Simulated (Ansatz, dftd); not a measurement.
System: SiNH3Cl, charge 0, doublet. SiNH3Cl (SMILES [NH][SiH2]Cl, doublet).
B3LYP-D3(BJ)/def2-TZVP minimum from Ansatz (a quantum-chemistry and plane-wave program):
```xyz
6

N     -1.7582     0.4182    -0.4179
Si    -0.0724     0.1209    -0.7373
Cl     0.8806    -0.3272     1.0268
H     -2.2918     0.6482    -1.2610
H      0.5621     1.3322    -1.3034
H      0.0795    -1.0382    -1.6448
```
Charge 0, spin multiplicity 2.

Wanted: atomisation energy (electronic, to ground-state atoms), in kJ/mol. Radicals and triplets start from unrestricted determinants; spin-orbit coupling is neglected. Correlated methods leave the cores frozen. Rows without X2C or -DK are non-relativistic. CBS(X,Y): correlation extrapolated as X^-3, Hartree-Fock from the larger set. A bracket is a step between two methods taken in the basis named. The functionals are non-relativistic, so their misses hold any scalar relativity. Double hybrids freeze cores in their MP2 part. 'core' is core correlation in cc-pwCVTZ (1s frozen past Ne), 'X2C' scalar relativity in cc-pVTZ-DK, both at CCSD(T). Where a partner has so few electrons that a lower coupled-cluster level is exact, that level stands in.

Compared with CCSD(T)/CBS(cc-pV(T+d)Z,cc-pV(Q+d)Z) + [CCSDT(Q) - CCSD(T)]/cc-pV(D+d)Z + core + X2C (Ansatz): 1750.4 kJ/mol.

Costs are rough ratios of core time, to one figure, on one kind of shared machine, summed over the single points of the molecules; atoms, geometries and frequencies are left out. The first row took roughly 10 core seconds; short runs hold start-up time.

```json
[
 {"level": "CAM-B3LYP-D3(BJ)/def2-TZVPD", "program": "Ansatz + dftd3", "cost relative to the first row": "1", "difference (kJ/mol)": "7.1"},
 {"level": "CAM-B3LYP-D4/def2-TZVPD", "program": "Ansatz + dftd4", "cost relative to the first row": "1", "difference (kJ/mol)": "7.0"},
 {"level": "B2GP-PLYP-D3(BJ)/def2-TZVPD", "program": "Ansatz + dftd3", "cost relative to the first row": "1", "difference (kJ/mol)": "-28.1"},
 {"level": "B2GP-PLYP-D4/def2-TZVPD", "program": "Ansatz + dftd4", "cost relative to the first row": "1", "difference (kJ/mol)": "-33.6"},
 {"level": "CCSD(T)/cc-pV(D+d)Z", "program": "Ansatz", "cost relative to the first row": "2", "difference (kJ/mol)": "-203.9"},
 {"level": "wB97M-V/def2-TZVPD", "program": "Ansatz", "cost relative to the first row": "2", "difference (kJ/mol)": "8.1"},
 {"level": "CCSDT(Q)/cc-pV(D+d)Z", "program": "Ansatz", "cost relative to the first row": "60", "difference (kJ/mol)": "-201.7"}
]
```

The dearest row costs roughly 60 times the first. Costs within a factor of two don't rank. The table holds for this case alone.
